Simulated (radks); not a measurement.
The numbers below are computed, except where a source is named.
Task: The mean radii <r> (bohr) of the occupied orbitals of an atom or ion are listed with their occupations. Code: a radial shooting solver on a logarithmic mesh with Libxc functionals. Model: scalar-relativistic Kohn-Sham, PW91, spin-polarised, spherical densities, point nucleus.

| orbital | occ. | <r> |
|---|---|---|
| 1s down | 1 | 0.03609 |
| 1s up | 1 | 0.03609 |
| 2s up | 1 | 0.1580 |
| 2s down | 1 | 0.1580 |
| 2p up | 3 | 0.1377 |
| 2p down | 3 | 0.1377 |
| 3s up | 1 | 0.4433 |
| 3s down | 1 | 0.4433 |
| 3p up | 3 | 0.4459 |
| 3p down | 3 | 0.4458 |
| 3d up | 5 | 0.4331 |
| 3d down | 5 | 0.4330 |
| 4s up | 1 | 1.164 |
| 4s down | 1 | 1.155 |
| 4p up | 3 | 1.310 |
| 4p down | 3 | 1.298 |
| 4d up | 4 | 2.032 |

Name the element and its charge. Open shells, if any, are filled with parallel spins first.

Result: Z = 41, niobium, charge +1: Nb+ in [Kr] 4d4. The 1s radius gives Z: for a bare nucleus <r> = (2 gamma + 1)/(2Z) with gamma = sqrt(1 - (Z/c)^2), 0.03547 bohr for Z = 41, and screening makes it slightly larger (0.03609 here). The occupations add up to 40, and the charge is Z minus that.
